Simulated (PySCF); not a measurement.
Species: terephthalaldehyde, C8H6O2.
SMILES with atom numbers: `[O:1]=[CH:2][c:3]1[cH:4][cH:5][c:6]([CH:7]=[O:8])[cH:9][cH:10]1` (hydrogens: H11 on C2; H12 on C4; H13 on C5; H14 on C7; H15 on C9; H16 on C10)

Computed with PBE0-D3(BJ)/def2-SVP geometry optimisation, gas phase (PySCF 2.14.0).

(1) List the bond lengths, angles and torsions at this level.

Answers

(1) 
```
                   bond  length (pm)
           O1=C2, C7=O8        120.4
           C2–C3, C6–C7        148.3
 C3–C4 and 3 like bonds        140.1
          C4–C5, C9–C10        138.8
         C2–H11, C7–H14        112.0
C4–H12 and 3 like bonds        109.3
```

Bonds in one row agree within 1 pm and their mean is given. A selection of angles:
```
    angle  degrees
 O1–C2–C3    124.3
 C2–C3–C4    119.6
C4–C3–C10    120.3
 C3–C4–C5    119.7
```

Dihedral angles: O1–C2–C3–C4 0° (synperiplanar); C5–C6–C7–O8 180° (antiperiplanar).

The 8 C–C bonds span 1.388 Å (C4–C5, aromatic) to 1.483 Å (C2–C3, drawn single), a spread of 0.095 Å. The 6-membered ring C3–C4–C5–C6–C9–C10 has internal angles of 119.7° to 120.3°; it is planar, 0.00 Å rms from its mean plane, widest ring torsion 0°. The 10 heavy atoms lie in one plane (0.000 Å rms). Of the pairs four or more bonds apart, O8···H15 is among the closest relative to their van der Waals radii: 2.55 Å, 94 % of the sum of Bondi's values.

Point group: C2h (every atom within 0.08 Å of its image). Not checked by PBE0-D3(BJ)/def2-SVP frequencies. One conformer, not necessarily the lowest.
